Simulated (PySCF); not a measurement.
Ge(H)2(F)(OH) (FGeH3O), SMILES [OH][GeH2][F]. Coordinates come from a B3LYP-D3(BJ)/def2-TZVP optimisation. Other conformers were not sampled.

Computed equilibrium geometry at B3LYP-D3(BJ)/def2-TZVP (PySCF confirms it by a frequency run) as Cartesian coordinates in Å (one conformer of several):
```xyz
6

Ge    -0.2240    -0.2538     0.0284
O      1.4602    -0.3833    -0.5050
F     -0.5650     1.4407     0.3029
H     -1.0773    -0.7175    -1.1494
H     -0.4547    -0.9309     1.3867
H      2.1021    -0.1318     0.1671
```
Charge 0, spin multiplicity 1.
